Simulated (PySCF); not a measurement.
C₄H₁₀BrClSi, singlet, at a GFN2-xTB geometry, atoms displaced at random by about 0.08 Å a coordinate; B3LYP/STO-3G, gradient run with PySCF.

Input for PySCF:
```python
from pyscf import gto, scf, dft

mol = gto.Mole()
mol.atom = '''
    C     2.714198   -1.180780   -0.159990
    C     1.127303   -1.602399   -0.486971
    Si    0.048237   -0.136876   -0.693679
    Cl    0.745473    1.375472   -1.686873
    Br   -0.290612    0.741244    1.506211
    C    -1.663364   -0.435607   -1.062949
    C    -2.541037   -1.628263   -0.218495
    H     2.984564   -0.397031   -0.832771
    H     3.313612   -1.867929   -0.216615
    H     2.558661   -0.811541    0.886299
    H     0.806273   -2.292524    0.103331
    H     1.214250   -1.986157   -1.514712
    H    -2.441450    0.359714   -1.017188
    H    -1.845139   -0.869414   -2.085039
    H    -1.941569   -2.511997   -0.237396
    H    -2.503928   -1.394741    0.743703
    H    -3.456928   -1.862943   -0.451777
'''
mol.basis = 'sto-3g'
mol.charge = 0
mol.spin = 0
mol.verbose = 4
mol.build()

mf = dft.RKS(mol)
mf.xc = 'b3lyp'
mf.grids.level = 0
mf.kernel()
g = mf.nuc_grad_method()
g.grid_response = False
grad = g.kernel()
```

What the program printed (banner, timings and long lists left out):

```
PySCF version 2.14.0

[INPUT] verbose = 4
[INPUT] num. atoms = 17
[INPUT] num. electrons = 100
[INPUT] charge = 0
[INPUT] spin (= nelec alpha-beta = 2S) = 0
[INPUT] symmetry False subgroup None
[INPUT] Mole.unit = angstrom
[INPUT] Symbol           X                Y                Z      unit          X                Y                Z       unit  Magmom
[INPUT]  1 C      2.714198000000  -1.180780000000  -0.159990000000 AA    5.129090867842  -2.231350813364  -0.302337282669 Bohr   0.0
[INPUT]  2 C      1.127303000000  -1.602399000000  -0.486971000000 AA    2.130293929401  -3.028095252277  -0.920241820606 Bohr   0.0
[INPUT]  3 Si     0.048237000000  -0.136876000000  -0.693679000000 AA    0.091154719071  -0.258658153026  -1.310863328362 Bohr   0.0
[INPUT]  4 Cl     0.745473000000   1.375472000000  -1.686873000000 AA    1.408739803258   2.599265372008  -3.187727976923 Bohr   0.0
[INPUT]  5 Br    -0.290612000000   0.741244000000   1.506211000000 AA   -0.549177088512   1.400748151477   2.846326275807 Bohr   0.0
[INPUT]  6 C     -1.663364000000  -0.435607000000  -1.062949000000 AA   -3.143302405461  -0.823177927943  -2.008682494380 Bohr   0.0
[INPUT]  7 C     -2.541037000000  -1.628263000000  -0.218495000000 AA   -4.801864002386  -3.076971128763  -0.412895709587 Bohr   0.0
[INPUT]  8 H      2.984564000000  -0.397031000000  -0.832771000000 AA    5.640008561236  -0.750279852962  -1.573709114480 Bohr   0.0
[INPUT]  9 H      3.313612000000  -1.867929000000  -0.216615000000 AA    6.261819163072  -3.529874230133  -0.409343024473 Bohr   0.0
[INPUT] 10 H      2.558661000000  -0.811541000000   0.886299000000 AA    4.835168535606  -1.533590228856   1.674862374476 Bohr   0.0
[INPUT] 11 H      0.806273000000  -2.292524000000   0.103331000000 AA    1.523635151631  -4.332242493992   0.195267290177 Bohr   0.0
[INPUT] 12 H      1.214250000000  -1.986157000000  -1.514712000000 AA    2.294599946753  -3.753292770388  -2.862390837592 Bohr   0.0
[INPUT] 13 H     -2.441450000000   0.359714000000  -1.017188000000 AA   -4.613671846819   0.679760943172  -1.922206737194 Bohr   0.0
[INPUT] 14 H     -1.845139000000  -0.869414000000  -2.085039000000 AA   -3.486807371754  -1.642954348863  -3.940152669037 Bohr   0.0
[INPUT] 15 H     -1.941569000000  -2.511997000000  -0.237396000000 AA   -3.669033661946  -4.746986355729  -0.448613423067 Bohr   0.0
[INPUT] 16 H     -2.503928000000  -1.394741000000   0.743703000000 AA   -4.731738155630  -2.635678504702   1.405394988017 Bohr   0.0
[INPUT] 17 H     -3.456928000000  -1.862943000000  -0.451777000000 AA   -6.532647152340  -3.520452055676  -0.853734799378 Bohr   0.0

nuclear repulsion = 737.345217267947
number of shells = 40
number of NR pGTOs = 198
number of NR cGTOs = 66
basis = sto-3g
ecp = {}

******** <class 'pyscf.dft.rks.RKS'> ********
method = RKS
initial guess = minao
damping factor = 0
level_shift factor = 0
DIIS = <class 'pyscf.scf.diis.CDIIS'>
diis_start_cycle = 1
diis_space = 8
diis_damp = 0
SCF conv_tol = 1e-09
SCF conv_tol_grad = None
SCF max_cycles = 50
direct_scf = True
direct_scf_tol = 1e-13
XC library pyscf.dft.libxc version 7.1.2
    S. Lehtola, C. Steigemann, M. J. T. Oliveira, and M. A. L. Marques,  SoftwareX 7, 1–5 (2018)
XC functionals = b3lyp
    P. J. Stephens, F. J. Devlin, C. F. Chabalowski, and M. J. Frisch,  J. Phys. Chem. 98, 11623 (1994)
radial grids:
    Treutler-Ahlrichs [JCP 102, 346 (1995); DOI:10.1063/1.469408] (M4) radial grids

becke partition: Becke, JCP 88, 2547 (1988); DOI:10.1063/1.454033
pruning grids: <function nwchem_prune>
grids dens level: 0
symmetrized grids: False
atomic radii adjust function: <function treutler_atomic_radii_adjust>
small_rho_cutoff = 0
Set gradient conv threshold to 3.16228e-05
Initial guess from minao.
tot grids = 16240
init E= -3440.65250020203
  HOMO = -0.449358137748679  LUMO = -0.117948359449408  gap/eV = 9.01812
cycle= 1 E= -3443.78065841281  delta_E= -3.13  |g|= 0.467  |ddm|=  4.8
  HOMO = -0.0547810657189475  LUMO = 0.0818957885244336  gap/eV = 3.71917
cycle= 2 E= -3443.80302624636  delta_E= -0.0224  |g|= 0.484  |ddm|= 2.29
  HOMO = -0.145240092194004  LUMO = 0.128866210462935  gap/eV = 7.45881
cycle= 3 E= -3443.91341452021  delta_E= -0.11  |g|= 0.0414  |ddm|= 1.15
  HOMO = -0.150503970993512  LUMO = 0.11854421101915  gap/eV = 7.32117
cycle= 4 E= -3443.91396133616  delta_E= -0.000547  |g|= 0.0226  |ddm|= 0.11
  HOMO = -0.153074613207314  LUMO = 0.119328415917068  gap/eV = 7.41246
cycle= 5 E= -3443.91412872379  delta_E= -0.000167  |g|= 0.00419  |ddm|= 0.0371
  HOMO = -0.153597560977647  LUMO = 0.11939431684586  gap/eV = 7.42849
cycle= 6 E= -3443.91413459524  delta_E= -5.87e-06  |g|= 0.000823  |ddm|= 0.0075
  HOMO = -0.153441985396724  LUMO = 0.119465214685415  gap/eV = 7.42618
cycle= 7 E= -3443.91413483302  delta_E= -2.38e-07  |g|= 0.000131  |ddm|= 0.00152
  HOMO = -0.15341467684068  LUMO = 0.119475860841297  gap/eV = 7.42573
cycle= 8 E= -3443.91413483881  delta_E= -5.79e-09  |g|= 6.09e-05  |ddm|= 0.000323
  HOMO = -0.15341741913242  LUMO = 0.119473275591139  gap/eV = 7.42573
cycle= 9 E= -3443.91413483999  delta_E= -1.18e-09  |g|= 7.91e-06  |ddm|= 9.24e-05
  HOMO = -0.153420208512852  LUMO = 0.119471538641513  gap/eV = 7.42576
cycle= 10 E= -3443.91413484002  delta_E= -2.82e-11  |g|= 8.85e-07  |ddm|= 2.07e-05
  HOMO = -0.153419728023282  LUMO = 0.119471698452901  gap/eV = 7.42575
Extra cycle  E= -3443.91413484002  delta_E= -5.46e-12  |g|= 5.02e-07  |ddm|= 3.76e-06
converged SCF energy = -3443.91413484002

******** <class 'pyscf.grad.rks.Gradients'> for <class 'pyscf.dft.rks.RKS'> ********
unit = Eh/Bohr
grid_response = False
--------------- RKS gradients ---------------
         x                y                z
0 C     0.2368926996    -0.1699054845    -0.0528847254
1 C    -0.1247904429    -0.1038405181     0.1320185775
2 Si     0.0288312890     0.0194240921    -0.1400044566
3 Cl    -0.0392331935    -0.0649489593     0.0548078156
4 Br    -0.0127673621     0.0139337113     0.0281561151
5 C     0.1392341475     0.0752569834     0.0361052943
6 C    -0.1792926290    -0.0387800597     0.0527317930
7 H    -0.0081392655    -0.0230891326     0.0114854034
8 H    -0.1537290430     0.1914407189     0.0127072315
9 H    -0.0249538473    -0.0005650221     0.0140911606
10 H     0.0523674955     0.1061315392    -0.0967167401
11 H     0.0056210941     0.0147763167    -0.0006145613
12 H    -0.0267804776    -0.0119916006    -0.0009430988
13 H    -0.0145606253    -0.0138972945    -0.0050389951
14 H    -0.0111816947     0.0284270872     0.0107261731
15 H     0.0035937417    -0.0372375583    -0.1127902951
16 H     0.1285223643     0.0170215661     0.0528551325
----------------------------------------------
```
